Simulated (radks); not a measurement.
Valence configurations of Te IV (all share [Kr]). Method: Dirac Kohn-Sham, PBE, spin-unpolarised, spherical densities, point nucleus; open shells are shared between the two j in proportion to 2j + 1; computed with a radial shooting solver on a logarithmic mesh with Libxc functionals. Energies are relative to 4d10 5s2 5p1; eigenvalues in eV.

| valence | E (eV) | e(4d3/2) | e(4d5/2) | e(5p1/2) | e(5p3/2) | e(5s1/2) |
|---|---|---|---|---|---|---|
| 4d10 5s2 5p1 | 0.000 | -73.190 | -71.708 | -32.446 | -31.224 | -42.677 |
| 4d10 5s1.5 5p1.5 | 5.537 | -73.849 | -72.365 | -32.792 | -31.558 | -43.071 |
| 4d10 5s1 5p2 | 11.101 | -74.501 | -73.015 | -33.133 | -31.887 | -43.458 |
| 4d10 5s0.5 5p2.5 | 16.692 | -75.146 | -73.657 | -33.469 | -32.211 | -43.838 |
| 4d9.5 5s2 5p1.5 | 20.942 | -76.736 | -75.222 | -33.584 | -32.297 | -44.090 |
| 4d9.5 5s1 5p2.5 | 32.359 | -78.013 | -76.494 | -34.245 | -32.935 | -44.841 |
| 4d9.5 5s0.5 5p3 | 38.107 | -78.641 | -77.120 | -34.568 | -33.247 | -45.208 |
| 4d9 5s2 5p2 | 43.105 | -80.272 | -78.725 | -34.691 | -33.339 | -45.467 |
| 4d8 5s2 5p3 | 91.131 | -87.314 | -85.701 | -36.826 | -35.343 | -48.129 |
| 4d7.5 5s1 5p4.5 | 129.65 | -91.983 | -90.332 | -38.440 | -36.869 | -50.076 |

NIST lists [Kr] 4d10 5s2 5p1 as the ground configuration; this level of theory agrees among the configurations tried. The energies are those of spherical spin-averaged densities, not of single terms.
